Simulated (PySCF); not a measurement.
CHF, SMILES [CH]F (connectivity only; charge and spin as stated), neutral, multiplicity 1.

Coordinates come from a B3LYP-D3(BJ)/def2-TZVPD optimisation. The isomer is the one that the SMILES or the coordinates give; other isomers of the formula were not compared.

Two levels are set side by side: TDA-PBE/def2-TZVPD (PySCF) and EOM-CCSD/aug-cc-pVDZ (PySCF). Vertical, same geometry; the bases differ. Differences are taken from unrounded values.

| quantity | EOM-CCSD |
|---|---|
| lowest singlet excitation (eV) | 2.54 |
| lowest triplet excitation (TDA for PBE) (eV) | 0.85 |

Problem. What does TDA-PBE give, and how far is it from EOM-CCSD? (The exact figures need the calculation; the answer reports its results.)

Solution. 
```csv
quantity,TDA-PBE,TDA-PBE minus EOM-CCSD
lowest singlet excitation (eV),2.39,-0.15
lowest triplet excitation (TDA for PBE) (eV),0.65,-0.20
```

Functionals without exact exchange tend to place singlet excitations lower, as here. Differences between two approximate levels are no errors against the true value.

Rough cost on one machine, each run with all the roots and properties that it gave: EOM-CCSD against TDA-PBE about 3 times.
